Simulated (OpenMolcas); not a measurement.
## Mn: from CASSCF to CASPT2

```
Program             : OpenMolcas
Basis               : ANO-RCC-VTZP [6s5p3d2f1g]
Scalar Hamiltonian  : DKH2, point nucleus
Active space        : 7 electrons in 11 orbitals (3d 4s 4d)
State averaging     : 2S+1 = 6 even, 6 roots; 2S+1 = 4 even, 5 roots kept (CI in the orbitals of an earlier block, 0 in the spin-orbit step)
Spin-orbit coupling : RASSI with atomic mean-field integrals over the reference wave functions, term energies averaged over their components
```

Methods on the same reference wave functions:
A. CASSCF
B. SS-CASPT2, IPEA 0.25 Eh, imaginary shift 0.1 Eh (closed shells correlated: 3s 3p)

Energies in cm-1 above 3d5 4s2 6S 5/2, the measured ground level; measured values from NIST Handbook of Basic Atomic Spectroscopic Data.

| Level | A | B | Measured |
| --- | --- | --- | --- |
| 3d5 4s2 6S 5/2 | 0.0 | 0.0 | 0.0 |
| 3d6 4s 6D 9/2 | 15030 | 19171 | 17052 |
| 3d6 4s 6D 7/2 | 15255 | 19396 | 17282 |

Deviations, from unrounded energies. A percentage is the sum of absolute deviations over the sum of measured energies, with the sign that they share, or ± where signs differ.

| Against measurement | Levels | A | B |
| --- | --- | --- | --- |
| mean absolute deviation (cm-1) | 2 | 2000 | 2100 |
| other configurations (%) | 2 | -11.8 | +12.3 |

A, B lie about equally close to measurement. The largest miss of A in the table is 3d6 4s 6D 7/2, by -2000 cm-1. The ranking rests on the paired levels alone, and a cruder setting can come out closer through cancelling errors.

The lowest spin-free term lies below A's lowest term by 0.454 hartree in B.

Some high roots are left out of the spin-orbit mixing, which shifts the levels that they would mix with. Active for correlation alone: 4d; no level in the range computed is led by a configuration that fills it, so any true level of that kind is missing. Without dynamic correlation excited terms often stand tens of per cent too high (terms of higher spin than the ground term too low), and those without a measured partner can miss by more than the paired ones (holds for A). Computed and measured levels are paired by configuration, term and J; levels that our copy of the source lacks, or whose pairing is in doubt (as where it misses far off the trend of its configuration), stay unpaired and out of the deviations. Only configurations of the active space appear. Levels that lie high or do not pair safely by name in every column are left out.
